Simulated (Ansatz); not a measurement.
```yaml
crystal:
  periodic: [false, false, false]
  atoms:
    - {symbol: O, position_ang: [-0.118297, 1.221983, -1.117364]}
    - {symbol: C, position_ang: [0.453287, 0.584809, -0.038225]}
    - {symbol: Cl, position_ang: [2.146088, 0.027465, -0.405135]}
    - {symbol: Ge, position_ang: [-0.637312, -1.004018, 0.419987]}
    - {symbol: H, position_ang: [0.363458, 2.035676, -1.303693]}
    - {symbol: H, position_ang: [0.584884, 1.246897, 0.821493]}
    - {symbol: H, position_ang: [0.000529, -1.680779, 1.639619]}
    - {symbol: H, position_ang: [-0.641828, -1.941153, -0.790915]}
    - {symbol: H, position_ang: [-2.062309, -0.537381, 0.757033]}
basis:
  gaussian: {orbitals: def2-mTZVPP}
total_charge: -1
magnetization: {spin_polarized: true, initial_magnetization: 1}
hamiltonian: {xc: {name: HF}}
correlation: {method: mp2, frozen_orbitals: {O: 0}}
output: {forces: true}
```

```sh
$ ansatz run in.yaml --threads 4 --pin off --events-out ev --progress --plain --max-ram 10444MiB
```

Output, abridged:

```
Functional definition: HF
Error: "frozen_orbitals" has no count for C
```

Something in this input is off. What?

Frozen orbitals are typed for one element alone, and the program wants a count for each. The input was rejected before any iteration.
